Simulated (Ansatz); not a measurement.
Compare A (`FB1C=C1`) with its isomer B (`BC#CF`).

Calculated with Ansatz (gas phase, PBE0-D4/def2-TZVP geometries, no zero-point term in ΔE). CCSD(T)/CBS adds triple-zeta CCSD(T) − MP2 to the extrapolated MP2 energy (def2 sets, frozen cores). DFT in def2-TZVPP. B3LYP here is the variant with VWN-RPA as its local correlation; programs differ in this.

(1) Which is lower in electronic energy at CCSD(T)/CBS, and by how much? (Best estimate.)

(2) Give E(B) − E(A) in kJ/mol with B3LYP, LDA (SPW92), r2SCAN-D4, CCSD(T)/def2-TZVPP, MP2/def2-TZVPP, PBE0-D4, PBE-D4. (Estimate.)

(3) Does the order hold for the free energy at 298.15 K (harmonic terms from PBE0-D4)? (Estimate.)

Largest T1 diagnostic: 0.014.

## Answers

(1) The calculation gave: A, by 275.4 kJ/mol.

(2) The calculation gave: B3LYP 263.4, LDA (SPW92) 284.6, r2SCAN-D4 278.6, CCSD(T)/def2-TZVPP 271.3, MP2/def2-TZVPP 277.5, PBE0-D4 284.4, PBE-D4 268.7. None reverses the order clearly.

(3) Computed: Yes: G(B) − G(A) = +261.7 kJ/mol.

Leaving LDA and LC-ωPBE aside and taking each functional with its dispersion term where it has one, the values, not all of them listed here, spread over 41.6 kJ/mol, from BLYP-D4 to r2SCAN0-D4. LDA lies +16.6 kJ/mol from PBE without D4. At CCSD(T), def2-SVP lies +3.6 kJ/mol from the extrapolated value and def2-TZVPP −4.1 kJ/mol.
